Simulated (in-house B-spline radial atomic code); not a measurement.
Computed with a B-spline radial atomic code. Model: two electrons, singlet ground state, non-relativistic, full CI in B-splines with partial waves to l = 8 (at full coupling up to 3e-4 hartree above the limit, correlation up to 0.6 % small), density held at that of full coupling by Lieb maximisation.

W(λ) is the mean repulsion in the state of coupling λ less the Hartree energy of the fixed density. Its start is exact exchange, its initial slope is twice the second-order Görling-Levy correlation energy, and its area from 0 to 1 is E_xc. A straight curve means weak, dynamic correlation, and a curve that drops fast and flattens means strong correlation.

Command:
```bash
python run_ac.py task.json out
```
Settings (lengths in bohr, energies in hartree):
```
potential              coulomb
strength               0.75
lmax                   8
wall_radius            4
```

Time taken, with all properties: 4.7 s on 1 thread of Intel(R) Xeon(R) Processor @ 2.30GHz (shared host).

**W = mean repulsion less Hartree energy, and W of three functionals.**

Given: confinement point charge; nuclear charge 0.75; hard wall radius 4 bohr; external potential -Z/r.

Computed: PBE exchange minus exact 20.953 millihartree; SCAN exchange minus exact 0.90625 millihartree.

```json
{"coupling": "0", "W xc (hartree)": "-0.51467", "W xc minus exchange (millihartree)": "0", "kinetic minus Kohn-Sham (millihartree)": "0", "LDA (PW92) W minus its exchange (millihartree)": "0", "PBE W minus its exchange (millihartree)": "0", "SCAN W minus its exchange (millihartree)": "0"}
{"coupling": "0.02", "W xc (hartree)": "?", "W xc minus exchange (millihartree)": "?", "kinetic minus Kohn-Sham (millihartree)": "?", "LDA (PW92) W minus its exchange (millihartree)": "?", "PBE W minus its exchange (millihartree)": "?", "SCAN W minus its exchange (millihartree)": "?"}
{"coupling": "0.05", "W xc (hartree)": "-0.51939", "W xc minus exchange (millihartree)": "-4.717", "kinetic minus Kohn-Sham (millihartree)": "0.12", "LDA (PW92) W minus its exchange (millihartree)": "-20.7", "PBE W minus its exchange (millihartree)": "-6.37", "SCAN W minus its exchange (millihartree)": "-4.62"}
{"coupling": "0.12", "W xc (hartree)": "-0.52563", "W xc minus exchange (millihartree)": "-10.959", "kinetic minus Kohn-Sham (millihartree)": "0.65", "LDA (PW92) W minus its exchange (millihartree)": "-38.3", "PBE W minus its exchange (millihartree)": "-14.8", "SCAN W minus its exchange (millihartree)": "-10.62"}
{"coupling": "0.25", "W xc (hartree)": "-0.53621", "W xc minus exchange (millihartree)": "-21.543", "kinetic minus Kohn-Sham (millihartree)": "2.59", "LDA (PW92) W minus its exchange (millihartree)": "-61.64", "PBE W minus its exchange (millihartree)": "-28.83", "SCAN W minus its exchange (millihartree)": "-20.74"}
{"coupling": "0.4", "W xc (hartree)": "-0.54701", "W xc minus exchange (millihartree)": "-32.338", "kinetic minus Kohn-Sham (millihartree)": "6.08", "LDA (PW92) W minus its exchange (millihartree)": "-81.69", "PBE W minus its exchange (millihartree)": "-42.79", "SCAN W minus its exchange (millihartree)": "-31.08"}
{"coupling": "0.6", "W xc (hartree)": "-0.55945", "W xc minus exchange (millihartree)": "-44.779", "kinetic minus Kohn-Sham (millihartree)": "12.27", "LDA (PW92) W minus its exchange (millihartree)": "-102.38", "PBE W minus its exchange (millihartree)": "-58.56", "SCAN W minus its exchange (millihartree)": "-43.15"}
{"coupling": "0.8", "W xc (hartree)": "?", "W xc minus exchange (millihartree)": "?", "kinetic minus Kohn-Sham (millihartree)": "?", "LDA (PW92) W minus its exchange (millihartree)": "?", "PBE W minus its exchange (millihartree)": "?", "SCAN W minus its exchange (millihartree)": "?"}
{"coupling": "1", "W xc (hartree)": "-0.57927", "W xc minus exchange (millihartree)": "-64.601", "kinetic minus Kohn-Sham (millihartree)": "27.93", "LDA (PW92) W minus its exchange (millihartree)": "-132.57", "PBE W minus its exchange (millihartree)": "-83.38", "SCAN W minus its exchange (millihartree)": "-62.86"}
{"coupling": "1.4", "W xc (hartree)": "-0.59434", "W xc minus exchange (millihartree)": "-79.665", "kinetic minus Kohn-Sham (millihartree)": "45.88", "LDA (PW92) W minus its exchange (millihartree)": "-154.4", "PBE W minus its exchange (millihartree)": "-102.28", "SCAN W minus its exchange (millihartree)": "-78.35"}
{"coupling": "2", "W xc (hartree)": "-0.6112", "W xc minus exchange (millihartree)": "-96.529", "kinetic minus Kohn-Sham (millihartree)": "74.27", "LDA (PW92) W minus its exchange (millihartree)": "-178.48", "PBE W minus its exchange (millihartree)": "-123.8", "SCAN W minus its exchange (millihartree)": "-96.27"}
{"coupling": "3", "W xc (hartree)": "-0.63031", "W xc minus exchange (millihartree)": "-115.64", "kinetic minus Kohn-Sham (millihartree)": "121.34", "LDA (PW92) W minus its exchange (millihartree)": "-206.07", "PBE W minus its exchange (millihartree)": "-149.08", "SCAN W minus its exchange (millihartree)": "-117.23"}
{"coupling": "4.5", "W xc (hartree)": "-0.64819", "W xc minus exchange (millihartree)": "-133.52", "kinetic minus Kohn-Sham (millihartree)": "187.27", "LDA (PW92) W minus its exchange (millihartree)": "-232.84", "PBE W minus its exchange (millihartree)": "-174.06", "SCAN W minus its exchange (millihartree)": "-137.11"}
{"coupling": "7", "W xc (hartree)": "-0.66542", "W xc minus exchange (millihartree)": "-150.75", "kinetic minus Kohn-Sham (millihartree)": "284.25", "LDA (PW92) W minus its exchange (millihartree)": "-260.15", "PBE W minus its exchange (millihartree)": "-199.88", "SCAN W minus its exchange (millihartree)": "-155.76"}
{"coupling": "10", "W xc (hartree)": "-0.67742", "W xc minus exchange (millihartree)": "-162.75", "kinetic minus Kohn-Sham (millihartree)": "384.74", "LDA (PW92) W minus its exchange (millihartree)": "-280.38", "PBE W minus its exchange (millihartree)": "-219.16", "SCAN W minus its exchange (millihartree)": "-167.81"}
```

What belongs in the row 0.02?

W xc (hartree): -0.51658; W xc minus exchange (millihartree): -1.914; kinetic minus Kohn-Sham (millihartree): 0.02; LDA (PW92) W minus its exchange (millihartree): -10.39; PBE W minus its exchange (millihartree): -2.57; SCAN W minus its exchange (millihartree): -1.89.

What belongs in the row 0.8?

W xc (hartree): -0.57009; W xc minus exchange (millihartree): -55.414; kinetic minus Kohn-Sham (millihartree): 19.69; LDA (PW92) W minus its exchange (millihartree): -118.87; PBE W minus its exchange (millihartree): -71.9; SCAN W minus its exchange (millihartree): -53.64.

What is the LDA exchange minus exact?

74.202 millihartree.

**Energy parts, natural occupations and partial-wave weights.**

Computed: exchange energy -0.51467 hartree; kinetic part of the DFT correlation energy 0.027932 hartree; initial slope twice GL2 -0.096576 hartree; kinetic part over minus potential part 0.43238; Hartree energy 1.0293 hartree; Kohn-Sham kinetic 0.71155 hartree; Lieb Oxford ratio E_xc over LDA exchange 1.2517.

```
natural  occupation of the shell (electrons)
      s                               1.9529
      p                             0.039858
      s                                    ?
      d                             0.001055
      p                           0.00033755
      f                           0.00012018
```

What belongs in the row s?

occupation of the shell (electrons): 0.0055196.

| wave | weight |
| --- | --- |
| s | 0.97925 |
| p | 0.020107 |
| d | 0.00055566 |
| f | ? |
| g | 1.4671e-05 |

What belongs in the row f?

weight: 6.6541e-05.

What is the total energy?

0.0353 hartree.

What is the correlation energy?

-0.036669 hartree.

Half-way to full coupling W has made 60 % of its drop, against 50 % for a straight line, and second-order (GL2) theory, half the initial slope, overshoots the correlation energy by about 32 %: a marked bend. Over couplings 0 to 1 the errors in E_xc come to about +25 millihartree for LDA, +10 millihartree for PBE, +2.1 millihartree for SCAN, so SCAN is nearest. In LDA and PBE the errors of exchange and correlation have opposite signs, so the sum is smaller than the larger of the two.
